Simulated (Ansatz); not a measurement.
Coupled-cluster run, C₂H₁₀OSi₂ (`O[SiH2]CC[SiH3]`).

```yaml
crystal:
  periodic: [false, false, false]
  atoms:
    - {symbol: O, position_ang: [-1.575347, 1.267226, -1.187274]}
    - {symbol: Si, position_ang: [-0.754110, -0.073780, -1.685685]}
    - {symbol: C, position_ang: [-0.231314, -1.190407, -0.275048]}
    - {symbol: C, position_ang: [0.921254, -0.683710, 0.600640]}
    - {symbol: Si, position_ang: [0.561829, 0.840916, 1.636423]}
    - {symbol: H, position_ang: [-1.084123, 1.924487, -0.690656]}
    - {symbol: H, position_ang: [-1.694708, -0.801864, -2.572253]}
    - {symbol: H, position_ang: [0.468976, 0.310135, -2.452054]}
    - {symbol: H, position_ang: [0.045859, -2.148530, -0.734652]}
    - {symbol: H, position_ang: [-1.117746, -1.400160, 0.334961]}
    - {symbol: H, position_ang: [1.236836, -1.464404, 1.303072]}
    - {symbol: H, position_ang: [1.802557, -0.465963, -0.013869]}
    - {symbol: H, position_ang: [1.693626, 1.116063, 2.560637]}
    - {symbol: H, position_ang: [-0.685260, 0.667836, 2.427817]}
    - {symbol: H, position_ang: [0.389970, 2.051156, 0.777342]}
basis:
  gaussian: {orbitals: def2-SVP}
correlation: {method: ccsd_t}
```

```sh
$ ansatz run in.yaml --threads 2 --pin off --events-out ev --progress --plain --max-ram 32768MiB --backend cuda --devices 0, --max-vram 18GiB
```

Log, shortened:

```
Functional definition: HF
1271 factors; integrals over basis functions are off by at most 1.2e-3 eV
mean field evaluation 1: about -19969.9843 eV, gradient 3.9e1 eV
mean field evaluation 2: about -19969.9867 eV, gradient 3.9e1 eV
mean field evaluation 4: about -19973.8234 eV, gradient 3.9e0 eV
mean field evaluation 8: about -19973.8762 eV, gradient 1.9e-4 eV
mean field -19973.87624871 eV, -734.0264133607 hartree, gradient 1.9e-6 eV, S^2 0.000000; 0 other end points of the search recorded, 0 dependent functions left out
13 core orbitals not correlated: weight in the atoms' cores, before any rotation towards them, 1.000 or more for the frozen orbitals, at most 0.000 for the correlated occupied ones
reference -19973.87624871 eV, -734.0264133607 hartree; 16, 16 occupied and 99, 99 virtual orbitals, 1271 factors
second order -18.52710633 eV of doubles, -0.00000000 eV of singles
cycle   1  -19.76923485 eV  change    -1.2e0 eV  update   9.8e-2
cycle   2  -20.34273638 eV  change   -5.7e-1 eV  update   2.9e-2
cycle   3  -20.43912056 eV  change   -9.6e-2 eV  update   1.2e-2
cycle   4  -20.43683716 eV  change    2.3e-3 eV  update   3.0e-3
cycle   5  -20.43640456 eV  change    4.3e-4 eV  update   1.0e-3
cycle   6  -20.43640298 eV  change    1.6e-6 eV  update   2.9e-4
cycle   7  -20.43628409 eV  change    1.2e-4 eV  update   1.0e-4
cycle   8  -20.43626311 eV  change    2.1e-5 eV  update   3.1e-5
perturbative correction -0.53250435 eV, -0.0195691740 hartree
Total energy: -19994.84501618 eV, -734.7970013520 hartree
```

Run time 6.5 s (2 threads of an AMD EPYC 7R13 on a shared host and a share of an NVIDIA H100 80 GB); peak host memory 0.77 GiB.

MP2 recovers 88.4 % of the CCSD(T) correlation energy and the triples give 2.5 %; T1 = 0.0101.
